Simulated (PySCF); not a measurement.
# A small calculation by hand: chemical shift, span and skew from a shielding tensor

C4H6BF, SMILES B(C#C)(CF)C. Atoms are numbered in the order given.

```xyz
12

C      1.1333    -2.2049     0.0000
C      0.3881    -1.2403     0.0000
B     -0.5474    -0.0380     0.0000
C     -2.1035    -0.2410     0.0000
C      0.0265     1.4248     0.0000
F      1.3925     1.5426     0.0000
H      1.7985    -3.0501     0.0000
H     -2.3985    -0.8426     0.8768
H     -2.6859     0.6920     0.0000
H     -2.3985    -0.8426    -0.8768
H     -0.3886     1.9592    -0.8799
H     -0.3886     1.9592     0.8799
```

The structure is a stationary point at PBE0-D3(BJ)/def2-SVP. This is a generated structure with no PubChem entry under its InChIKey; it may be hypothetical. The values are those of a single conformer.

GIAO shieldings from PBE/pcSseg-1 run with PySCF, non-relativistic, no solvent. The symmetric part of the tensor of C1 has the principal values 3.6, 16.5, 137.4 ppm. The same nucleus in TMS has σ = 182.0 ppm at this level (PySCF, at its B3LYP-D3(BJ)/def2-TZVP geometry).

Question: Work out the isotropic shielding, the ¹³C shift against TMS, the span and the skew.

Answer: 
σ(iso) = (σ11 + σ22 + σ33)/3 = 52.5 ppm. δ = σ(ref) − σ(iso) = 182.0 − (52.5) = 129.5 ppm.
Span Ω = σ33 − σ11 = 133.8 ppm. Skew κ = 3(σ(iso) − σ22)/Ω = 0.81. Tumbling in solution averages the tensor to δ; in a static solid the shielding alone would spread this spin-1/2 line over Ω.
